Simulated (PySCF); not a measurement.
Zr(F)3(OH) (F₃HOZr), SMILES [Zr]([F])([OH])([F])[F], multiplicity 1.

Geometry: B3LYP-D3(BJ)/def2-SVP. The spin state was assumed, not searched. The def2 effective core potentials stand for the cores of Zr; spin–orbit coupling is left out. The values are those of a single conformer.

The numbers are results of TDDFT-M06-2X/def2-SVPD in PySCF 2.14.0, not measurements.

Vertical excitations; the highest root listed may be one member of a degenerate set. The molecule is in vacuum. State labels are in the subgroup Cs.

Computed lowest excited states:
```json
[
 {"state": "S1", "symmetry": "A\"", "energy (eV)": "7.96", "λ (nm)": "156", "f": "0.000", "main pairs": "HOMO−1→LUMO+1 39 %, HOMO→LUMO+2 39 %, HOMO−1→LUMO+6 8 %, HOMO→LUMO+5 8 %"},
 {"state": "S2", "symmetry": "A\"", "energy (eV)": "8.17", "λ (nm)": "152", "f": "0.002", "main pairs": "HOMO→LUMO+2 42 %, HOMO−1→LUMO+1 42 %"},
 {"state": "S3", "symmetry": "A'", "energy (eV)": "8.18", "λ (nm)": "152", "f": "0.002", "main pairs": "HOMO→LUMO+1 42 %, HOMO−1→LUMO+2 42 %"},
 {"state": "S4", "symmetry": "A\"", "energy (eV)": "8.65", "λ (nm)": "143", "f": "0.025", "main pairs": "HOMO−1→LUMO, HOMO−1→LUMO+4 (degenerate set)"},
 {"state": "S5", "symmetry": "A'", "energy (eV)": "8.65", "λ (nm)": "143", "f": "0.024", "main pairs": "HOMO→LUMO, HOMO→LUMO+4 (degenerate set)"},
 {"state": "S6", "symmetry": "A\"", "energy (eV)": "8.81", "λ (nm)": "141", "f": "0.020", "main pairs": "HOMO−1→LUMO+3, HOMO−1→LUMO, HOMO−1→LUMO+4 (degenerate set)"},
 {"state": "S7", "symmetry": "A'", "energy (eV)": "8.81", "λ (nm)": "141", "f": "0.020", "main pairs": "HOMO→LUMO+3, HOMO→LUMO, HOMO→LUMO+4 (degenerate set)"},
 {"state": "S8", "symmetry": "A'", "energy (eV)": "8.86", "λ (nm)": "140", "f": "0.051", "main pairs": "HOMO−1→LUMO+2 42 %, HOMO→LUMO+1 42 %"},
 {"state": "S9", "symmetry": "A\"", "energy (eV)": "9.11", "λ (nm)": "136", "f": "0.000", "main pairs": "HOMO→LUMO+7 21 %, HOMO−1→LUMO+8 21 %, HOMO→LUMO+5 17 %, HOMO−1→LUMO+6 17 %"},
 {"state": "S10", "symmetry": "A\"", "energy (eV)": "9.23", "λ (nm)": "134", "f": "0.004", "main pairs": "HOMO−1→LUMO+8 23 %, HOMO→LUMO+7 23 %, HOMO−1→LUMO+6 18 %, HOMO→LUMO+5 18 %"},
 {"state": "T1", "symmetry": "A'", "energy (eV)": "7.51", "λ (nm)": "165", "f": "0", "main pairs": "HOMO→LUMO+1 32 %, HOMO−1→LUMO+2 32 %, HOMO−1→LUMO+5 11 %, HOMO→LUMO+6 11 %"},
 {"state": "T2", "symmetry": "A\"", "energy (eV)": "7.83", "λ (nm)": "158", "f": "0", "main pairs": "HOMO−1→LUMO+1 37 %, HOMO→LUMO+2 37 %, HOMO−1→LUMO+6 8 %, HOMO→LUMO+5 8 %"},
 {"state": "T3", "symmetry": "A'", "energy (eV)": "7.83", "λ (nm)": "158", "f": "0", "main pairs": "HOMO→LUMO+1 37 %, HOMO−1→LUMO+2 37 %, HOMO−1→LUMO+5 8 %, HOMO→LUMO+6 8 %"},
 {"state": "T4", "symmetry": "A\"", "energy (eV)": "7.98", "λ (nm)": "155", "f": "0", "main pairs": "HOMO→LUMO+2 40 %, HOMO−1→LUMO+1 40 %, HOMO→LUMO+5 7 %, HOMO−1→LUMO+6 7 %"}
]
```
Triplets are in the Tamm–Dancoff approximation, which puts them higher than full response would, so one can lie above its singlet here.
